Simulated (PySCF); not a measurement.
Compound: C₇H₁₃FO₂.
Structure used (PBE0-D3(BJ)/def2-SVP), in Å, numbered top down from 1:
```xyz
23
C7H13FO2 angstrom
C      3.0658   -0.1701   -0.5770
O      1.8573   -0.8010   -0.2539
C      1.0272   -0.0508    0.5768
C     -0.1409   -0.9315    0.9873
C     -1.0784   -1.1837   -0.1882
C     -1.4619    0.1284   -0.8786
C     -2.4042    0.9730   -0.0419
F     -3.5191    0.2497    0.3111
C     -0.1942    0.9109   -1.2002
O      0.5934    1.1311   -0.0475
H      2.9044    0.7861   -1.1037
H      3.6680    0.0354    0.3289
H      3.6312   -0.8497   -1.2290
H      1.5942    0.3015    1.4600
H     -0.6733   -0.4290    1.8100
H      0.2547   -1.8767    1.3873
H     -0.5714   -1.8323   -0.9202
H     -1.9848   -1.7109    0.1440
H     -1.9738   -0.1025   -1.8288
H     -1.9078    1.3253    0.8776
H     -2.7308    1.8605   -0.6117
H      0.3885    0.3640   -1.9627
H     -0.4240    1.9090   -1.6039
```

All values: PBE0/pcSseg-1 (PySCF, non-relativistic), on one gas-phase PBE0-D3(BJ)/def2-SVP geometry that isn't relaxed in the solvent. The solvent is an IEF-PCM continuum (Bondi radii, 1.10 Å for H, scaled by 1.2). Only the electrostatic response of the medium enters.

Gas phase at PBE0/pcSseg-1: HOMO -7.68 eV, LUMO 1.36 eV, dipole 1.82 D.

**Question.** What does the continuum do to the energy, the frontier levels and the dipole at PBE0/pcSseg-1 in cyclohexane and acetonitrile?

**Answer.** 
```csv
solvent,ε,E(solvent) − E(gas) (kcal/mol),polarisation term (kcal/mol),distortion of the solute (kcal/mol),HOMO (eV),LUMO (eV),dipole (D)
cyclohexane,2.017,-2.15,-2.23,0.08,-7.64,1.46,1.95
acetonitrile,35.69,-5.32,-5.84,0.52,-7.63,1.56,2.14
```

The polarisation term is half the interaction of the solute with the surface charges that it induces; the rest is the cost of distorting the solute's density. The sum is the electrostatic part of solvation alone. From cyclohexane to acetonitrile the lowering changes by a factor 2.47, Onsager's factor (ε − 1)/(2ε + 1) by 2.37 and ε itself by 17.7.

**Question.** Which radius a makes the point-dipole formula ΔE = −[(ε − 1)/(2ε + 1)]·μ²/a³ give the value in acetonitrile, with the gas-phase dipole?

**Answer.** μ = 0.715 au and |ΔE| = 0.00847 Eh give a = 1.62 Å; the farthest nucleus lies 3.87 Å from the centroid of the nuclei, so such a sphere wouldn't even hold the nuclei. The formula assumes a rigid point dipole at the centre of a sphere.

**Question.** Give the dipole vector in the frame of the coordinates (D, pointing from negative to positive charge), gas and acetonitrile.

**Answer.** Gas (1.61, 0.48, -0.70), solvent (1.82, 0.75, -0.84). Its length changes by +18 % and its direction by 6°.

**Question.** Which ESP-fitted charges (PBE0/pcSseg-1) respond most in acetonitrile (means over atoms taken as equivalent)?

**Answer.** 
```csv
atoms,environment,gas (e),solvent (e),change
O10,cyclic ether oxygen,-0.355,-0.392,-0.037
O2,ether oxygen,-0.224,-0.259,-0.035
C6,sp3 CH carbon,+0.025,+0.051,+0.026
F8,alkyl fluorine,-0.252,-0.277,-0.025
H21,methylene hydrogen,+0.065,+0.082,+0.017
C7,sp3 C–F carbon,+0.080,+0.066,-0.014
C5,ring CH2 carbon,-0.029,-0.043,-0.014
H14,methine hydrogen,+0.088,+0.102,+0.014
```

**Question.** Which Mayer bond orders change most in acetonitrile?

**Answer.** 
```json
{"bond": "C7–F8", "length (Å)": "1.375", "gas": "0.884", "solvent": "0.863", "change": "-0.021"}
{"bond": "C9–O10", "length (Å)": "1.413", "gas": "0.910", "solvent": "0.899", "change": "-0.011"}
{"bond": "C1–O2", "length (Å)": "1.401", "gas": "0.928", "solvent": "0.918", "change": "-0.010"}
{"bond": "O2–C3", "length (Å)": "1.393", "gas": "0.927", "solvent": "0.921", "change": "-0.006"}
{"bond": "O10–C3", "length (Å)": "1.405", "gas": "0.937", "solvent": "0.931", "change": "-0.006"}
{"bond": "C3–C4", "length (Å)": "1.519", "gas": "1.019", "solvent": "1.023", "change": "+0.004"}
{"bond": "C6–C7", "length (Å)": "1.517", "gas": "0.988", "solvent": "0.992", "change": "+0.004"}
{"bond": "C4–C5", "length (Å)": "1.525", "gas": "1.018", "solvent": "1.015", "change": "-0.003"}
```

**Question.** How do the nuclear quadrupole coupling constants eQVzz/h respond in acetonitrile?

**Answer.** 
| nucleus | Q (barn) | gas (MHz) | solvent (MHz) | η gas | η solvent |
| --- | --- | --- | --- | --- | --- |
| 17O at O2 | -0.0256 | -11.67 | -11.52 | 0.89 | 0.89 |
| 17O at O10 | -0.0256 | -11.53 | -11.37 | 0.89 | 0.90 |
